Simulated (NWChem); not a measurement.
System: diboron tetrafluoride (B2F4); SMILES FB(F)B(F)F

NWChem input:

```
start job
memory heap 200 mb stack 900 mb global 1100 mb
geometry units angstroms noautoz
  F      0.793358    -0.793358     1.552834
  B      0.000000     0.000000     0.861218
  F     -0.793358     0.793358     1.552834
  B      0.000000     0.000000    -0.861218
  F     -0.793358    -0.793358    -1.552834
  F      0.793358     0.793358    -1.552834
end
basis spherical
  F library def2-svp
  B library def2-svp
end
dft
  xc xpbe96 cpbe96
  iterations 200
  convergence nolevelshifting
end
task dft gradient
```

Parts of the log:

```
             Northwest Computational Chemistry Package (NWChem) 7.3.0
             --------------------------------------------------------

 D2D symmetry detected

                             Geometry "geometry" -> ""
                             -------------------------

 Output coordinates in angstroms (scale by  1.889725989 to convert to a.u.)

  No.       Tag          Charge          X              Y              Z
 ---- ---------------- ---------- -------------- -------------- --------------
    1 F                    9.0000    -0.79335800     0.79335800     1.55283400
    2 B                    5.0000     0.00000000     0.00000000     0.86121800
    3 F                    9.0000     0.79335800    -0.79335800     1.55283400
    4 B                    5.0000     0.00000000     0.00000000    -0.86121800
    5 F                    9.0000     0.79335800     0.79335800    -1.55283400
    6 F                    9.0000    -0.79335800    -0.79335800    -1.55283400

 Effective nuclear repulsion energy (a.u.)     203.0965823035

      Symmetry information
      --------------------

 Group name             D2d
 Group number             32
 Group order               8
 No. of unique centers     2

  pbe96 is a nonlocal functional; adding pw91lda local functional.

                                 NWChem DFT Module
                                 -----------------

 Summary of "ao basis" -> "ao basis" (spherical)
 ------------------------------------------------------------------------------
       Tag                 Description            Shells   Functions and Types
 ---------------- ------------------------------  ------  ---------------------
 F                          def2-svp                 6       14   3s2p1d
 B                          def2-svp                 6       14   3s2p1d

      Symmetry analysis of basis
      --------------------------

        a1         17
        a2          5
        b1          5
        b2         17
        e          40

            General Information
            -------------------
          SCF calculation type: DFT
          Wavefunction type:  closed shell.
          No. of atoms     :     6
          No. of electrons :    46
           Alpha electrons :    23
            Beta electrons :    23
          Charge           :     0
          Spin multiplicity:     1
          Use of symmetry is: on ; symmetry adaption is: on
          Maximum number of iterations: 200
          AO basis - number of functions:    84
                     number of shells:    36
          Convergence on energy requested:  1.00D-06
          Convergence on density requested:  1.00D-05
          Convergence on gradient requested:  5.00D-04

              XC Information
              --------------
          PerdewBurkeErnzerhof Exchange Functional  1.000
            Perdew 1991 LDA Correlation Functional  1.000 local
           PerdewBurkeErnz. Correlation Functional  1.000 non-local

             Grid Information
             ----------------
          Grid used for XC integration:  medium
          Radial quadrature: Mura-Knowles
          Angular quadrature: Lebedev.
          Tag              B.-S. Rad. Rad. Pts. Rad. Cut. Ang. Pts.
          ---              ---------- --------- --------- ---------
          F                   0.50       49           8.0       434
          B                   0.85       49           8.0       434
          Grid pruning is: on
          Number of quadrature shells:    98
          Spatial weights used:  Erf1

      Superposition of Atomic Density Guess
      -------------------------------------

 Sum of atomic energies:        -446.17803481

      Non-variational initial energy
      ------------------------------

 Total energy =    -447.663338
 1-e energy   =   -1024.581868
 2-e energy   =     373.821948
 HOMO         =      -0.421440
 LUMO         =       0.043537

      Symmetry analysis of molecular orbitals - initial
      -------------------------------------------------

  Numbering of irreducible representations:

     1 a1          2 a2          3 b1          4 b2          5 e

  Orbital symmetries:

     1 a1          2 b2          3 e           4 e           5 a1
     6 b2          7 a1          8 b2          9 e          10 e
    11 a1         12 b2         13 e          14 e          15 a1
    16 e          17 e          18 b2         19 b1         20 a2
    21 e          22 e          23 a1         24 e          25 e
    26 b2         27 a1         28 e          29 e          30 b2
    31 a1         32 e          33 e

   convergence    iter        energy       DeltaE   RMS-Dens  Diis-err
 ---------------- ----- ----------------- --------- --------- ---------
 d= 0,ls=0.0,diis     1   -448.3247966253 -6.51D+02  2.65D-02  1.42D+00
 d= 0,ls=0.0,diis     2   -447.9344939290  3.90D-01  1.44D-02  6.37D+00
 d= 0,ls=0.0,diis     3   -448.4998166232 -5.65D-01  2.01D-03  1.96D-02
 d= 0,ls=0.0,diis     4   -448.5012923121 -1.48D-03  6.66D-04  3.79D-03
 d= 0,ls=0.0,diis     5   -448.5016461773 -3.54D-04  2.65D-05  6.25D-06
 d= 0,ls=0.0,diis     6   -448.5016468635 -6.86D-07  2.15D-06  6.57D-08

[...]

                         DFT ENERGY GRADIENTS

    atom               coordinates                        gradient
                 x          y          z           x          y          z
   1 F      -1.499229   1.499229   2.934431    0.007385  -0.007385  -0.006311
   2 B       0.000000   0.000000   1.627466    0.000000   0.000000   0.010637
   3 F       1.499229  -1.499229   2.934431   -0.007385   0.007385  -0.006311
   4 B       0.000000   0.000000  -1.627466    0.000000   0.000000  -0.010637
   5 F       1.499229   1.499229  -2.934431   -0.007385  -0.007385   0.006311
   6 F      -1.499229  -1.499229  -2.934431    0.007385   0.007385   0.006311
```

Level: PBE/def2-SVP. The geometry was optimised at PBE0/def2-SVP.
